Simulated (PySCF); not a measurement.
Working out the ionisation energy of Ni⁺

Ni⁺ [Ar] 3d9 (2D) → Ni²⁺ [Ar] 3d8 (3F). All numbers are calculated (PySCF 2.14, the non-relativistic Hamiltonian (point nucleus), in def2-SVP (5s3p2d1f, 31 functions)). Frozen: [Ar]. Energies in hartree (1 hartree = 27.21139 eV):

```json
{"part": "UHF", "Ni⁺ (lower)": "-1506.345359", "Ni²⁺ (upper)": "-1505.809083"}
{"part": "MP2 opposite-spin", "Ni⁺ (lower)": "-0.144582", "Ni²⁺ (upper)": "-0.088910"}
{"part": "MP2 same-spin", "Ni⁺ (lower)": "-0.087982", "Ni²⁺ (upper)": "-0.057858"}
```

What does Hartree-Fock give?

(-1505.809083) − (-1506.345359) = 0.536276 hartree = 14.593 eV.

What do MP2 and SCS-MP2 (6/5 opposite-spin, 1/3 same-spin) give?

The opposite-spin parts differ by 1.515 eV and the same-spin parts by 0.820 eV. MP2: 14.593 + (1.515) + (0.820) = 16.928 eV. SCS-MP2: 14.593 + 1.2 × (1.515) + (0.820)/3 = 16.684 eV.

Reference: 18.169 eV (measured; NIST Atomic Spectra Database, ionization energies), between the lowest levels; spin-orbit coupling is absent from the calculation.

The calculation is non-relativistic.

A double-zeta basis recovers only part of the correlation energy.

What remains against the reference includes basis incompleteness, the frozen core and correlation beyond second order.
